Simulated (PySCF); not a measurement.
A GIAO shielding run with PySCF 2.14.0 with density-fitted response routines (density fitting, non-relativistic, gas phase) on `InChI=1S/C6H9OPS/c1-8(2,7)6-4-3-5-9-6/h3-5H,1-2H3`:

```
$ OMP_NUM_THREADS=1 python probes_run.py task.json out

{"job": {"kind": "nmr", "xc": "PBE0", "basis": "pcSseg-1"}, "charge": 0, "multiplicity": 1}
C     -2.024671    -1.130131    -0.491708
P     -1.166862     0.126237     0.497454
C     -1.601382     1.710453    -0.275481
O     -1.429149     0.052410     1.968937
C      0.588507    -0.103548     0.135247
C      1.536591    -0.277710     1.116154
C      2.849159    -0.428692     0.591613
C      2.875930    -0.367713    -0.777915
S      1.308174    -0.127520    -1.434064
H     -3.109814    -1.001741    -0.365100
H     -1.764972    -1.058295    -1.558355
H     -1.738127    -2.120565    -0.110913
H     -2.683206     1.878300    -0.167994
H     -1.064405     2.507943     0.257198
H     -1.325663     1.732856    -1.340298
H      1.264906    -0.291726     2.172949
H      3.741041    -0.577514     1.201821
H      3.737907    -0.453633    -1.439104
```

Hardware: 1 thread of an Arm Neoverse V1, shared host. The job also computes population analyses, field gradients, ring-centre shieldings.

(1) How large is the calculation?

(2) How long does it take, and how much memory does it need?

(3) And these other runs on the same molecule and hardware: GIAO shielding at KT2/pcSseg-1?

## Answers

(1) 84 electrons, 212 basis functions and 1143 auxiliary functions.

(2) 43 s of wall time, with 15 SCF cycles and 5 response iterations; peak memory 1.2 GiB. Times on a shared host scatter by some tens of per cent.

(3) KT2/pcSseg-1: 212 functions, 59 s.
